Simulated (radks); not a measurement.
Species: W4+. Configuration: [Kr] 4d10 4f14 5p6 5d2 6s2 (not the ground configuration).

Method: scalar-relativistic Kohn-Sham, r2SCAN, spin-polarised, spherical densities, finite nucleus; open shells are filled with parallel spins first (spin-orbit coupling, left out, can overturn this in heavy ions); meta-GGA in the generalised Kohn-Sham scheme; Fermi nuclear charge, rms radius 5.3658 fm; computed with a radial shooting solver on a logarithmic mesh with Libxc functionals.

Energy parts (hartree):
total: -16131.9207
kinetic: 17769.7750
electron-nucleus: -39730.7102
Hartree: 6149.8811
exchange-correlation: -320.8667

Orbitals (lengths in bohr, moments of r in powers of bohr):
1s up: occ. 1; eigenvalue (hartree) -2558.706; <1/r> 87.05; <r^4> 5.826e-07
1s down: occ. 1; eigenvalue (hartree) -2558.706; <1/r> 87.05; <r^4> 5.826e-07
2s up: occ. 1; eigenvalue (hartree) -444.4737; <1/r> 20.37; <r^4> 0.00008757
2s down: occ. 1; eigenvalue (hartree) -444.4652; <1/r> 20.37; <r^4> 0.00008757
2p up: occ. 3; eigenvalue (hartree) -388.9334; <1/r> 18.45; <r^4> 0.00006883
2p down: occ. 3; eigenvalue (hartree) -388.9269; <1/r> 18.45; <r^4> 0.00006883
3s up: occ. 1; eigenvalue (hartree) -104.4529; <1/r> 7.555; <r^4> 0.003208
3s down: occ. 1; eigenvalue (hartree) -104.4523; <1/r> 7.555; <r^4> 0.003207
3p up: occ. 3; eigenvalue (hartree) -87.92672; <1/r> 6.970; <r^4> 0.003457
3p down: occ. 3; eigenvalue (hartree) -87.92543; <1/r> 6.970; <r^4> 0.003457
3d up: occ. 5; eigenvalue (hartree) -68.88190; <1/r> 6.576; <r^4> 0.002681
3d down: occ. 5; eigenvalue (hartree) -68.87721; <1/r> 6.576; <r^4> 0.002681
4s up: occ. 1; eigenvalue (hartree) -23.54411; <1/r> 3.199; <r^4> 0.07538
4s down: occ. 1; eigenvalue (hartree) -23.53770; <1/r> 3.198; <r^4> 0.07541
4p up: occ. 3; eigenvalue (hartree) -18.09989; <1/r> 2.909; <r^4> 0.1002
4p down: occ. 3; eigenvalue (hartree) -18.09440; <1/r> 2.909; <r^4> 0.1001
4d up: occ. 5; eigenvalue (hartree) -11.15936; <1/r> 2.589; <r^4> 0.1468
4d down: occ. 5; eigenvalue (hartree) -11.15261; <1/r> 2.589; <r^4> 0.1463
4f up: occ. 7; eigenvalue (hartree) -3.46460; <1/r> 2.106; <r^4> 0.4245
4f down: occ. 7; eigenvalue (hartree) -3.45114; <1/r> 2.112; <r^4> 0.4090
5s up: occ. 0; eigenvalue (hartree) -5.08243; <1/r> 1.280; <r^4> 2.150
5s down: occ. 0; eigenvalue (hartree) -5.01467; <1/r> 1.290; <r^4> 2.096
5p up: occ. 3; eigenvalue (hartree) -3.67173; <1/r> 1.104; <r^4> 3.719
5p down: occ. 3; eigenvalue (hartree) -3.58776; <1/r> 1.113; <r^4> 3.669
5d up: occ. 2; eigenvalue (hartree) -1.96509; <1/r> 0.8371; <r^4> 11.27
5d down: occ. 0; eigenvalue (hartree) -1.87675; <1/r> 0.8334; <r^4> 12.01
6s up: occ. 1; eigenvalue (hartree) -1.59311; <1/r> 0.5644; <r^4> 48.46
6s down: occ. 1; eigenvalue (hartree) -1.56078; <1/r> 0.5477; <r^4> 52.16
6p up: occ. 0; eigenvalue (hartree) -1.20873; <1/r> 0.4867; <r^4> 86.44
6p down: occ. 0; eigenvalue (hartree) -1.19253; <1/r> 0.4779; <r^4> 89.41

The highest occupied level is 6s down at -42.471 eV. The configuration is held as typed, so some empty levels lie below it. Summed over all electrons, <r^2> = 38.83 bohr^2, which gives a Langevin (diamagnetic) susceptibility term of -30.8 x 10^-6 cm^3/mol. The spin density at the nucleus is 18.58 e/bohr^3 (1s 0.17, 2s -1.72, 3s 0.59, 4s 2.93, 6s 16.62). The density falls to 0.001 e/bohr^3 at r = 3.75 bohr. The electron density at the nucleus is 1.514e+06 e/bohr^3 (large components only).
